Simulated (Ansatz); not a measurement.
`C[O][K]` + HI → `[K][I]` + CH₃OH at 298.15 K and 1 bar (ligand exchange at a K–O bond).

Calculated with Ansatz (gas phase, PBE0-D4/def2-TZVP geometries, no zero-point term in ΔE). CCSD(T)/CBS is the MP2 limit (def2-TZVPP, def2-QZVPP) plus CCSD(T) − MP2 in def2-TZVPP, frozen cores. This one scheme is used for every species. def2 core potentials past Kr. For I, K outer-core shells are correlated without core-valence functions, which leaves a few kJ/mol of doubt a bond. Scalar relativity is left out up to krypton.

| species | CCSD(T)/CBS energy (Eh) | H − E (kJ/mol) | S (J/(mol·K)) |
| --- | --- | --- | --- |
| `C[O][K]` | -714.47647 | 117.3 | 279.0 |
| HI | -298.03592 | 22.7 | 206.5 |
| `[K][I]` | -896.96383 | 11.3 | 258.3 |
| CH₃OH | -115.61712 | 146.3 | 238.2 |

H − E and S are ideal-gas, rigid-rotor, harmonic terms from PBE0-D4/def2-TZVP. 1 Eh = 2625.50 kJ/mol, R = 8.31446 J/(mol·K).

Question: By hand: ΔE, ΔH, ΔS and ΔG.

Answer: ΔE = (-896.96383) + (-115.61712) − (-714.47647) − (-298.03592) = -0.06856 Eh = -180.0 kJ/mol. Δ(H − E) = 11.3 + 146.3 − 117.3 − 22.7 = 17.6, so ΔH = -162.4 kJ/mol. ΔS = 258.3 + 238.2 − 279.0 − 206.5 = 11.0 J/(mol·K). ΔG = -162.4 − 298.15 × (11.0)/1000 = -165.7 kJ/mol.

Question: By hand: the equilibrium constant, and the temperature at which ΔG would vanish if ΔH and ΔS stayed fixed.

Answer: log₁₀ K = −ΔG/(RT ln 10) = 29.0. ΔH and −TΔS have one sign here, so there is no such temperature.

The number of gas molecules stays the same, so ΔS is small and ΔH decides. A doubt of 5 kJ/mol in ΔE shifts log₁₀ K by 0.9 here. These are equilibria of isolated gas molecules and say nothing of rates. Largest T1 diagnostic: 0.012 (customary marks: 0.02 for closed shells, 0.045 for open ones).
